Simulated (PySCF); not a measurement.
## Pt(2+): interval between two levels

Pt(2+) [Xe] 4f14 5d8 [3F4, M_J = 4] → Pt(2+) [Xe] 4f14 5d7 6s1 [5F5, M_J = 5], as a difference of total energies. All numbers are calculated (PySCF 2.14, the two-component X2C-1e Hamiltonian, in x2c-TZVPall-2c with one added diffuse shell each of s, p, d type (12s12p11d2f, 117 functions)). Correlated levels: [Kr] 4d10 4f14 frozen; the 34 highest virtual spinors dropped. "Screened" scales the spin-orbit matrix elements by Boettger's factors to mimic the two-electron term; Breit and QED terms are absent.

| method | interval between two levels (cm⁻¹) |
| --- | --- |
| GHF (screened spin-orbit) | 19245 |
| GMP2 (screened spin-orbit) | 19460 |

The labels give the starting determinants; with spin-orbit coupling the two ends relaxed to ⟨J²⟩ = 20.01, ⟨L²⟩ = 12.45, ⟨S²⟩ = 2.09 and ⟨J²⟩ = 30.01, ⟨L²⟩ = 12.97, ⟨S²⟩ = 5.77.
